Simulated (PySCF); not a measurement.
Ga(Et)(OH)2, C₂H₇GaO₂, SMILES C[CH2][Ga]([OH])[OH] (B3LYP/def2-SVP optimised geometry):

```
12

Ga     0.429     0.411     0.000
C     -0.584    -1.284    -0.002
C     -2.111    -1.159     0.046
H     -0.205    -1.868     0.855
H     -0.258    -1.833    -0.902
H     -2.507    -0.600    -0.818
H     -2.454    -0.638     0.955
H     -2.598    -2.149     0.040
O      2.220     0.411     0.000
H      2.598     1.300    -0.003
O     -0.236     2.085     0.000
H     -1.199     2.149     0.002
```

Method: B3LYP/def2-TZVP in PySCF.

**Question.** What are the frontier orbital energies and the dipole moment?

**Answer.** HOMO-2 -8.73 eV, HOMO-1 -8.12 eV, HOMO -7.88 eV, LUMO -0.60 eV, LUMO+1 -0.28 eV; dipole moment 2.35 D.

On the same geometry PBE/def2-TZVP run with PySCF 2.14.0 gives HOMO-2 -7.32 eV, HOMO-1 -6.76 eV, HOMO -6.71 eV, LUMO -1.12 eV, LUMO+1 -0.77 eV; dipole moment 2.22 D.

Meta-Löwdin charges at B3LYP/def2-TZVP: Ga1 0.92, C2 -0.40, C3 -0.31, H4 0.12, H5 0.12, H6 0.10, H7 0.10, H8 0.11, O9 -0.72, H10 0.34, O11 -0.72, H12 0.33.
